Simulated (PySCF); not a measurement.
Species: C4H4O4Si.
Numbering: `[CH2:1]=[CH:2][SiH:3]1[O:4][C:5](=[O:6])[C:7](=[O:8])[O:9]1`

Geometry (GFN2-xTB, Å), atoms numbered from 1 in this order:
```
atom  x, y, z in Å
C1    -2.3322    0.5233   -0.1135
C2    -1.6813   -0.6261    0.0221
Si3    0.0715   -0.7861    0.6625
O4     0.7368    0.7169    0.9214
C5     1.7736    0.9853    0.1254
O6     2.3932    2.0012    0.1446
C7     2.0293   -0.2143   -0.8115
O8     2.8827   -0.2855   -1.6375
O9     1.1382   -1.1752   -0.5571
H10   -3.3449    0.5654   -0.4824
H11   -1.8772    1.4667    0.1413
H12   -2.1887   -1.5471   -0.2333
H13    0.3945   -1.6240    1.8004
```

NICS is the negative of the GIAO shielding at a point without a nucleus: at the ring centre (0) and 1 Å above and below it (1); zz is the component along the ring normal. Level: GIAO PBE0/pcSseg-1 (PySCF, non-relativistic, gas phase) on the GFN2-xTB geometry, one conformer.

Ring bond lengths (Å), with Mayer bond orders in brackets: Si3–O4 1.664 (0.88), O4–C5 1.334 (1.01), C5–C7 1.543 (0.92), C7–O9 1.335 (1.02), O9–Si3 1.666 (0.89).

Q: What do the NICS probes read (ppm)?

A: 
```csv
ring,type,NICS(0),"NICS(1), two faces","NICS(1)zz, two faces",rms pucker (Å),"centre to ring atoms, mean (Å)"
Si3–O4–C5–C7–O9,5-membered ring with 2 O and Si; formal bonds all single,-1.4,-2.0 / -1.8,-1.5 / -2.0,0.00,1.28
```

Q: What do they say, and how far can they be read as aromaticity?

A: 
- Si3–O4–C5–C7–O9: mean NICS(1)zz -1.8 ppm, near zero. Si3 has four or more neighbours, so the value isn't read as a sign of a π ring current.
